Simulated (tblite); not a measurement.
Task: Give a GFN2-xTB geometry of `[CH]1C[SiH2]O[C@H](C)C1` [radical]. (Doublet state.)

Result: 
Z-matrix in Å and degrees, rows numbered from 1:
```
C 
C   1  1.5232
C   2  1.5530  1  111.44
C   3  1.4784  2  110.86  1  -174.71
C   4  1.4637  3  117.69  2    72.93
Si  5  1.9377  4  103.24  3   -60.35
O   2  1.4038  1  108.39  3  -121.75
H   1  1.0872  2  109.80  3    60.81
H   1  1.0872  2  109.80  3  -179.93
H   1  1.0867  2  110.22  3   -59.56
H   2  1.1001  1  109.71  3   120.13
H   3  1.0937  2  106.92  1   -54.70
H   3  1.0914  2  108.03  1    62.69
H   4  1.0782  3  117.99  2   -81.15
H   5  1.0913  4  111.28  3    55.01
H   5  1.0863  4  112.49  3   177.51
H   6  1.4653  5  107.65  4   -82.47
H   6  1.4541  5  115.66  4   147.28
```

The C–C distances run from 1.464 Å (C4–C5, drawn single) to 1.553 Å (C2–C3, drawn single), a spread of 0.089 Å. O7 (oxygen bonded to C and Si) is bent (angle 126.8°). C4 (carbon bonded to 2 C and H) has angles 119.0°, 118.0° and 117.7°, sum 354.7°, 0.18 Å off the plane of its three neighbours. Si6 (silicon bonded to C, O and 2 H) is distorted tetrahedral (angles from 101.3° to 115.7°).

The geometry is computed with GFN2-xTB (gas phase). This method treats the open shell by occupation alone, without spin polarisation.

Point group: C1 (no symmetry element, even within 0.4 Å). Its GFN2-xTB frequencies are all real (lowest 104 cm⁻¹). Torsions: C1–C2–C3–C4 -175°, C2–C3–C4–C5 73°, C3–C4–C5–Si6 -60°, C4–C5–Si6–O7 37°.

One conformer stands for the species.
